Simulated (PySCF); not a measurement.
A PySCF script (with the pyscf-properties extension) for the NMR shieldings of `C(=C)CP1CC=C(F)C1`, C7H10FP, on a PBE0-D3(BJ)/def2-SVP geometry:

```python
import basis_set_exchange as bse
import numpy as np
from pyscf import gto, dft
from pyscf.prop import nmr

atoms = """
C    -2.590470    1.380550    0.021585
C    -2.308700    0.113532   -0.293853
C    -1.069708   -0.337155   -0.987223
P     0.003267   -1.392377    0.133220
C     1.554990   -1.371367   -0.934236
C     2.287371   -0.109810   -0.597762
C     1.830072    0.536877    0.477605
F     2.383856    1.649377    0.957054
C     0.659910   -0.016272    1.218673
H    -3.509993    1.647942    0.548530
H    -1.914813    2.198764   -0.249122
H    -3.013691   -0.675301   -0.001524
H    -1.322300   -0.986088   -1.844105
H    -0.486351    0.518515   -1.366024
H     2.163289   -2.267276   -0.717197
H     1.271098   -1.441052   -1.998258
H     3.158761    0.239212   -1.157446
H     0.959711   -0.397702    2.210045
H    -0.122734    0.742196    1.390926
"""
names = dict.fromkeys(["C", "P", "F", "H"], "pcSseg-1")
basis = {el: gto.basis.parse(bse.get_basis(n, elements=[el], fmt="nwchem")) for el, n in names.items()}
mol = gto.M(atom=atoms, basis=basis, charge=0, verbose=0)
mf = dft.RKS(mol, xc="GGA_XC_KT2")
mf.grids.level = 2
mf.grids.alignment = dft.numint.BLKSIZE   # the property module wants whole blocks of grid points
mf.conv_tol = 1e-9
mf.kernel()

calc = nmr.RKS(mf)   # GIAO
sigma = calc.kernel()   # uncoupled for a functional without exact exchange
for i, s in enumerate(sigma):   # ppm
    w = np.linalg.eigvalsh((s + s.T) / 2)
    print("%2d %-2s iso %8.1f  s11 %8.1f  s22 %8.1f  s33 %8.1f" % (i, mol.atom_pure_symbol(i), w.mean(), *w))
```

Question: What are the results?

Answer: 
```
 0 C  iso     67.4  s11    -33.5  s22     85.7  s33    150.0
 1 C  iso     49.9  s11    -54.1  s22     50.1  s33    153.7
 2 C  iso    141.8  s11    114.4  s22    148.9  s33    162.3
 3 P  iso    369.1  s11    326.0  s22    380.7  s33    400.6
 4 C  iso    153.6  s11    144.5  s22    147.8  s33    168.4
 5 C  iso     84.4  s11      2.8  s22    107.4  s33    143.1
 6 C  iso     20.0  s11    -61.2  s22     43.8  s33     77.3
 7 F  iso    270.7  s11    155.0  s22    262.1  s33    395.1
 8 C  iso    153.9  s11    137.4  s22    148.9  s33    175.3
 9 H  iso     26.0  s11     23.0  s22     24.9  s33     30.1
10 H  iso     26.0  s11     22.4  s22     25.3  s33     30.4
11 H  iso     25.4  s11     22.9  s22     25.4  s33     27.9
12 H  iso     28.8  s11     24.5  s22     27.8  s33     34.2
13 H  iso     29.0  s11     25.1  s22     29.6  s33     32.5
14 H  iso     28.5  s11     23.8  s22     26.0  s33     35.7
15 H  iso     29.3  s11     25.7  s22     27.4  s33     34.9
16 H  iso     26.1  s11     23.3  s22     25.5  s33     29.4
17 H  iso     28.7  s11     24.2  s22     26.4  s33     35.5
18 H  iso     28.9  s11     24.8  s22     28.1  s33     33.7
```

These numbers come from an equivalent density-fitted implementation of the same equations, which agrees with the script to about 0.01 ppm for H and up to a few tenths of a ppm for heavy atoms, so last digits may differ.

Size and cost of the density-fitted run: 210 basis functions, 54 s wall time on 1 thread of an Arm Neoverse V1, shared host; peak memory 0.84 GiB.
